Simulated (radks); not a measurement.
Results of a calculation; reference values are marked as such.
Task: The mean radii <r> (bohr) of the occupied orbitals of an atom or ion are listed with their occupations. Level of theory: Dirac Kohn-Sham, PBEsol, spin-unpolarised, spherical densities, point nucleus (a radial shooting solver on a logarithmic mesh with Libxc functionals).

orbital  occ.      <r>
1s1/2       2  0.01744
2s1/2       2  0.07296
2p1/2       2  0.06018
2p3/2       4  0.06849
3s1/2       2   0.1900
3p1/2       2   0.1801
3p3/2       4   0.1954
3d3/2       4   0.1705
3d5/2       6   0.1752
4s1/2       2   0.4233
4p1/2       2   0.4267
4p3/2       4   0.4605
4d3/2       4   0.4720
4d5/2       6   0.4833
5s1/2       2   0.9766
5p1/2       2    1.060
4f5/2       6   0.5311
4f7/2       8   0.5388
5p3/2       4    1.155
5d3/2       4    1.522
5d5/2       2    1.567

Name the element and its charge. Open shells, if any, fill j = l - 1/2 first.

Result: Z = 77, iridium, charge +3: Ir3+ in [Xe] 4f14 5d6. The 1s radius gives Z: for a bare nucleus <r> = (2 gamma + 1)/(2Z) with gamma = sqrt(1 - (Z/c)^2), 0.01724 bohr for Z = 77, and screening makes it slightly larger (0.01744 here). The occupations add up to 74, and the charge is Z minus that.
